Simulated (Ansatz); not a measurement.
VNCl3H⁻, that is V(NH)Cl3 with one electron more. Charge -1, multiplicity 2. Geometry PBE-D4/def2-SVP, that of the neutral singlet; atoms count from 1.

```xyz
6

V    -0.054   -0.380   -0.054
N     0.168    1.192    0.171
H     0.311    2.201    0.316
Cl    0.701   -0.854   -2.019
Cl   -2.174   -0.752    0.095
Cl    1.046   -1.407    1.491
```

Q: Estimate the Mulliken populations from the PBE0/def2-TZVPD orbitals of Ansatz.

A: 
```
atom  charge (e)  spin (α − β)  d electrons
  V1        1.23          1.11         3.39
  N2       -0.77         -0.15            –
  H3        0.14          0.00            –
 Cl4       -0.53          0.02            –
 Cl5       -0.53          0.02            –
 Cl6       -0.53          0.02            –
```
Mulliken values depend strongly on the basis. With diffuse functions, as here, like atoms can get unlike values, and bond orders can come out too low or too high.

Q: Where does the spin sit?

A: Summed by element: V 1.11, N -0.15, H 0.00, Cl 0.05, of 1 unpaired in all. Largest on single atoms: V1 1.11, N2 -0.15, Cl4 0.02.

Q: And the Mayer bond orders between heavy atoms (over 0.3)?

A: V1–N2 2.04 (1.60 Å); V1–Cl4 0.65 (2.16 Å); V1–Cl5 0.68 (2.16 Å); V1–Cl6 0.68 (2.16 Å).
